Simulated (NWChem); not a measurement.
System: C$_{4}$H$_{5}$FO; SMILES C=C(F)CC=O

NWChem input:

```
start job
memory heap 200 mb stack 700 mb global 900 mb
geometry units angstroms noautoz
  C     -1.151272    -1.745303     0.293188
  C     -0.130777    -0.979717    -0.079447
  F      1.130081    -1.373351     0.152484
  C     -0.177091     0.354454    -0.742786
  C      0.403938     1.463813     0.111991
  O     -0.049913     2.572561     0.158555
  H     -2.175274    -1.418714     0.113699
  H     -0.973962    -2.707537     0.776098
  H     -1.197728     0.630823    -1.037788
  H      0.443911     0.308925    -1.658023
  H      1.314925     1.179402     0.697759
end
basis spherical
  C library 6-31g*
  F library 6-31g*
  O library 6-31g*
  H library 6-31g*
end
dft
  xc hcth407
  iterations 150
  mulliken
end
task dft energy
```

Excerpt of the output:

```
             Northwest Computational Chemistry Package (NWChem) 7.3.0
             --------------------------------------------------------

 C1  symmetry detected

                             Geometry "geometry" -> ""
                             -------------------------

 Output coordinates in angstroms (scale by  1.889725989 to convert to a.u.)

  No.       Tag          Charge          X              Y              Z
 ---- ---------------- ---------- -------------- -------------- --------------
    1 C                    6.0000    -1.08378645    -1.81527958     0.31992903
    2 C                    6.0000    -0.11462126    -0.99944164    -0.08196166
    3 F                    9.0000     1.17091146    -1.34991608     0.06994588
    4 C                    6.0000    -0.24714923     0.35098279    -0.69918615
    5 C                    6.0000     0.33731604     1.45645874     0.15827468
    6 O                    8.0000    -0.15476146     2.54463602     0.26410950
    7 H                    1.0000    -2.12760526    -1.52401430     0.20563297
    8 H                    1.0000    -0.84436773    -2.78371201     0.76191600
    9 H                    1.0000    -1.29200109     0.59565083    -0.93054739
   10 H                    1.0000     0.32443469     0.35709500    -1.64714691
   11 H                    1.0000     1.28887336     1.19081519     0.68542101

 Effective nuclear repulsion energy (a.u.)     219.2370082515

                                 NWChem DFT Module
                                 -----------------

 Summary of "ao basis" -> "ao basis" (spherical)
 ------------------------------------------------------------------------------
       Tag                 Description            Shells   Functions and Types
 ---------------- ------------------------------  ------  ---------------------
 C                           6-31g*                  6       14   3s2p1d
 F                           6-31g*                  6       14   3s2p1d
 O                           6-31g*                  6       14   3s2p1d
 H                           6-31g*                  2        2   2s

            General Information
            -------------------
          SCF calculation type: DFT
          Wavefunction type:  closed shell.
          No. of atoms     :    11
          No. of electrons :    46
           Alpha electrons :    23
            Beta electrons :    23
          Charge           :     0
          Spin multiplicity:     1
          Use of symmetry is: off; symmetry adaption is: off
          Maximum number of iterations: 150
          AO basis - number of functions:    94
                     number of shells:    46
          Convergence on energy requested:  1.00D-06
          Convergence on density requested:  1.00D-05
          Convergence on gradient requested:  5.00D-04

              XC Information
              --------------
                      HCTH407 Method XC Functional
                      HCTH407  Exchange Functional  1.000
                   HCTH407  Correlation Functional  1.000

             Grid Information
             ----------------
          Grid used for XC integration:  medium
          Radial quadrature: Mura-Knowles
          Angular quadrature: Lebedev.
          Tag              B.-S. Rad. Rad. Pts. Rad. Cut. Ang. Pts.
          ---              ---------- --------- --------- ---------
          C                   0.70       49          11.0       434
          F                   0.50       49          10.0       434
          O                   0.60       49          12.0       434
          H                   0.35       45          11.0       434
          Grid pruning is: on
          Number of quadrature shells:   519
          Spatial weights used:  Erf1

      Superposition of Atomic Density Guess
      -------------------------------------

 Sum of atomic energies:        -327.25886354

      Non-variational initial energy
      ------------------------------

 Total energy =    -330.220758
 1-e energy   =    -882.344040
 2-e energy   =     332.886274
 HOMO         =      -0.263201
 LUMO         =      -0.006674

     ---------------------------------------------
      Total Density - Mulliken Population Analysis
     ---------------------------------------------

    Atom       Charge   Shell Charges
 -----------   ------   -------------------------------------------------------
    1 C    6     6.76   2.00  0.74  2.08  0.63  1.29  0.03
    2 C    6     5.21   2.00  0.69  1.55  0.41  0.49  0.07
    3 F    9     9.46   2.00  0.94  3.39  1.01  2.11  0.01
    4 C    6     6.57   2.00  0.71  2.01  0.65  1.16  0.03
    5 C    6     5.29   2.00  0.70  1.50  0.50  0.51  0.08
    6 O    8     8.82   2.00  0.96  3.10  0.92  1.82  0.02
    7 H    1     0.75   0.45  0.30
    8 H    1     0.77   0.46  0.31
    9 H    1     0.77   0.46  0.31
   10 H    1     0.74   0.44  0.30
   11 H    1     0.86   0.48  0.38

   convergence    iter        energy       DeltaE   RMS-Dens  Diis-err
 ---------------- ----- ----------------- --------- --------- ---------
 d= 0,ls=0.0,diis     1   -330.2217310935 -5.49D+02  2.89D-02  1.40D+00
 d= 0,ls=0.0,diis     2   -329.3742620127  8.47D-01  2.35D-02  9.29D+00
 d= 0,ls=0.0,diis     3   -330.3811376787 -1.01D+00  4.15D-03  1.38D-01
 d= 0,ls=0.0,diis     4   -330.3871456311 -6.01D-03  1.85D-03  8.43D-02
 d= 0,ls=0.0,diis     5   -330.3946879122 -7.54D-03  4.97D-04  3.65D-03
  Resetting Diis
 d= 0,ls=0.0,diis     6   -330.3950007009 -3.13D-04  2.26D-04  7.79D-04
 d= 0,ls=0.0,diis     7   -330.3950906093 -8.99D-05  2.22D-04  7.46D-05
 d= 0,ls=0.0,diis     8   -330.3950441484  4.65D-05  1.55D-04  4.28D-04
 d= 0,ls=0.0,diis     9   -330.3950999396 -5.58D-05  1.91D-05  4.56D-06
 d= 0,ls=0.0,diis    10   -330.3951004609 -5.21D-07  4.47D-06  4.13D-07

[...]
```

Level: HCTH/407/6-31G* (spherical d). All runs use the structure optimised with PBE0/def2-SVP.
